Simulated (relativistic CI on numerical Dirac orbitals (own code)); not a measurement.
**Se¹²⁺: computed level list**

Computed by Dirac-Coulomb-Breit CI, KLI orbitals optimised for each configuration, QED by a radiative potential, unscaled Slater integrals (own radial code, finite nucleus).

Configuration list (outside the closed core [Ne]): 3s2 3p6 3d4, 3s2 3p5 3d5, 3s 3p6 3d5, 3s2 3p6 3d3 4s, 3s2 3p6 3d3 4p, 3s2 3p6 3d3 4d, 3s2 3p6 3d3 4f, 3s2 3p6 3d2 4s 4p, 3s2 3p5 3d4 4s, 3s2 3p6 3d3 5s, 3s2 3p6 3d3 5p, 3s2 3p5 3d4 4p, 3s2 3p6 3d3 5d, 3s2 3p6 3d2 4p 4d, 3s2 3p6 3d3 5g, 3s2 3p6 3d3 6s, 3s 3p6 3d4 4s, 3s2 3p6 3d3 6d, 3s2 3p6 3d3 6g, 3p6 3d6, 3p5 3d7, 3s2 3p6 3d2 4s2, 3s2 3p6 3d 4s2 4p, 3s2 3p6 3d 4s2 4d, 3s2 3p6 3d 4s2 4f, 3s2 3p6 3d2 4p2, 3s2 3p6 3d 4s 4p2, 3s2 3p6 3d 4p3, 3s2 3p6 3d 4p2 4d, 3s2 3p6 3d 4p2 4f, 3s2 3p6 3d2 4s 4d, 3s2 3p6 3d 4s 4p 4d, 3s2 3p6 3d 4s 4d2, 3s2 3p6 3d 4s 4d 4f, 3s2 3p6 3d2 4d2, 3s2 3p6 3d 4p 4d2, 3s2 3p6 3d 4d3, 3s2 3p6 3d 4d2 4f, 3s 3p6 3d3 4s2, 3s 3p6 3d2 4s2 4p, 3s 3p6 3d2 4s2 4d, 3s 3p6 3d2 4s2 4f, 3p6 3d5 4s, 3p5 3d6 4s. Double excitations out of closed p, d and f shells are left out; levels of such configurations are missing from the list, as are those of other unlisted configurations, and high levels can miss mixing partners. These lack a partner that the ground configuration has and come out too high: 3s2 3p5 3d4 4p.

The lowest level is 3s2 3p6 3d4 5D_0, with 97 % of that term; Hund's rules for 3s2 3p6 3d4 give 5D with J = 0, in agreement.

```csv
No.,Configuration,Term,J,E (cm⁻¹),%,Landé g,Lifetime (s)
1,3s2 3p6 3d4,5D,0,0,97,,
2,3s2 3p6 3d4,5D,1,1374,98,1.499,7.31e+00
3,3s2 3p6 3d4,5D,2,3641,99,1.498,1.54e+00
4,3s2 3p6 3d4,5D,3,6434,99,1.497,1.00e+00
5,3s2 3p6 3d4,5D,4,9536,98,1.495,1.25e+00
6,3s2 3p6 3d4,3P,0,50054,91,,5.73e-03
7,3s2 3p6 3d4,3H,4,53053,80,0.857,1.16e-01
8,3s2 3p6 3d4,3H,5,56314,91,1.047,1.11e+00
9,3s2 3p6 3d4,3P,1,57365,97,1.485,6.99e-03
10,3s2 3p6 3d4,3H,6,58710,96,1.160,3.66e+00
11,3s2 3p6 3d4,3F,3,60307,63,0.963,1.59e-02
12,3s2 3p6 3d4,3F,2,61251,97,0.675,2.14e-02
13,3s2 3p6 3d4,3F,4,62352,68,1.154,1.12e-02
14,3s2 3p6 3d4,3P,2,66779,93,1.479,1.24e-02
15,3s2 3p6 3d4,3G,3,69180,63,0.873,2.50e-02
16,3s2 3p6 3d4,3G,4,70001,71,1.073,4.78e-02
17,3s2 3p6 3d4,3G,5,72318,91,1.185,5.30e-02
18,3s2 3p6 3d4,3D,3,82912,97,1.326,1.40e-02
19,3s2 3p6 3d4,1I,6,83996,96,1.004,3.09e-02
20,3s2 3p6 3d4,3D,2,84062,88,1.169,1.28e-02
21,3s2 3p6 3d4,3D,1,85640,98,0.515,1.09e-02
22,3s2 3p6 3d4,1G,4,87623,82,1.016,8.65e-03
23,3s2 3p6 3d4,1S,0,94677,93,,6.21e-03
24,3s2 3p6 3d4,1D,2,106825,90,1.010,7.21e-03
25,3s2 3p6 3d4,1F,3,117750,93,1.006,1.31e-02
26,3s2 3p6 3d4,3P,2,136901,97,1.488,8.20e-03
27,3s2 3p6 3d4,3F,4,139215,97,1.243,6.27e-03
28,3s2 3p6 3d4,3F,2,140350,98,0.674,5.97e-03
29,3s2 3p6 3d4,3F,3,141230,95,1.079,8.78e-03
30,3s2 3p6 3d4,3P,1,144013,99,1.498,6.05e-03
31,3s2 3p6 3d4,3P,0,147508,99,,7.64e-03
32,3s2 3p6 3d4,1G,4,158715,97,1.004,5.42e-03
33,3s2 3p6 3d4,1D,2,207588,99,0.999,3.10e-03
34,3s2 3p6 3d4,1S,0,268983,99,,1.40e-03
35,3s2 3p5 3d5,7P°,4,677118,99,1.748,3.90e-07
36,3s2 3p5 3d5,7P°,3,695522,93,1.899,2.44e-09
37,3s2 3p5 3d5,7P°,2,713068,87,2.269,2.00e-09
38,3s2 3p5 3d5,5P°,1,746849,98,2.485,7.80e-09
39,3s2 3p5 3d5,5G°,6,752721,89,1.319,2.07e-08
40,3s2 3p5 3d5,5G°,5,755833,87,1.252,3.25e-09
41,3s2 3p5 3d5,5P°,2,758528,84,1.873,1.61e-09
42,3s2 3p5 3d5,5G°,4,758994,87,1.140,1.76e-09
43,3s2 3p5 3d5,5G°,3,761960,87,0.921,1.16e-09
44,3s2 3p5 3d5,5D°,4,763233,80,1.467,3.30e-10
45,3s2 3p5 3d5,5G°,2,764455,87,0.382,1.06e-09
```

Energies count from the lowest computed level; ° marks odd parity; lifetimes are radiative, by E1, M1, E2, M2, E3 decay to levels of this space only.

The mean weight of the leading LS term, summed over parents, in these 45 levels is 91 %, and that of the leading jj configuration (from the same eigenvectors) 53 %, so LS coupling describes them better.

At this charge energies of transitions that change n are usually good to better than 1 %, and those within a shell (Δn = 0) to a few per cent. Terms inside the open d or f shell come out 10 to 20 % too wide with unscaled integrals.

Landé's interval rule says that E(J) − E(J−1) = AJ with one A. For the ground term the intervals give A = 1374.5, 1133.2, 931.0, 775.6 cm⁻¹ for J = 1, 2, 3, 4; the multiplet is regular.
